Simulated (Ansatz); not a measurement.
Program: Ansatz 0.2.0.

Basis-set series for `BO[SiH2]C#C`. Total charge 0; spin multiplicity 1. Geometry: relaxed with PBE0-D4/def2-TZVP. It is one conformer, not always the lowest.

| functional | basis | functions | energy (Eh) | HOMO (eV) | LUMO (eV) |
| --- | --- | --- | --- | --- | --- |
| PBE0-D4 | def2-TZVPP | 236 | -468.53491 | -8.46 | -0.78 |
| PBE0-D4 | def2-QZVPP | 448 | -468.55549 | -8.48 | -0.83 |
| ωB97M-V | def2-TZVPP | 236 | -468.78486 | -10.73 | 1.13 |
| ωB97M-V | def2-QZVPP | 448 | -468.80362 | -10.74 | 0.93 |

Problem. Give the rows for def2-SVP. (An estimate is asked.)

Solution. The calculation gave: 
```tsv
functional	basis	functions	energy (Eh)	HOMO (eV)	LUMO (eV)
PBE0-D4	def2-SVP	99	-468.22207	-8.40	-0.58
ωB97M-V	def2-SVP	99	-468.46339	-10.65	1.52
```

Positive LUMOs are unbound and depend on the basis.
